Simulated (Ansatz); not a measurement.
`O[SiH2][GeH2][OH]` and `[OH][GeH2][SiH3]` differ in one atom or group.

Ansatz, PBE0-D4/def2-TZVP geometries, multiplicity 1. Each molecule was computed in one conformer, which needn't be the lowest.

Scalar relativity is left out up to krypton.

| property | `O[SiH2][GeH2][OH]` |
| --- | --- |
| LUMO energy (B3LYP/def2-TZVPP) / eV | -0.98 |
| HOMO energy (PBE/def2-TZVPP) / eV | -6.56 |
| HOMO–LUMO gap (PBE0/def2-TZVPP) / eV | 7.05 |
| HOMO energy (ωB97M-V/def2-TZVPP) / eV | -9.88 |
| HOMO–LUMO gap (B3LYP/def2-TZVPP) / eV | 6.63 |
| LUMO energy (ωB97M-V/def2-TZVPP) / eV | 0.96 |

(1) Give the same properties after the change, and the shifts. (Best estimate.)

Results:

(1) Computed: 
```csv
property,`[OH][GeH2][SiH3]`,shift
LUMO energy (B3LYP/def2-TZVPP) / eV,-0.62,0.36
HOMO energy (PBE/def2-TZVPP) / eV,-6.47,0.09
HOMO–LUMO gap (PBE0/def2-TZVPP) / eV,7.40,0.35
HOMO energy (ωB97M-V/def2-TZVPP) / eV,-9.90,-0.02
HOMO–LUMO gap (B3LYP/def2-TZVPP) / eV,6.95,0.32
LUMO energy (ωB97M-V/def2-TZVPP) / eV,1.36,0.40
```

The zero-point energy changes by -17.5 kJ/mol with -3 modes.

B3LYP here is the variant with VWN-RPA as its local correlation; programs differ in this.
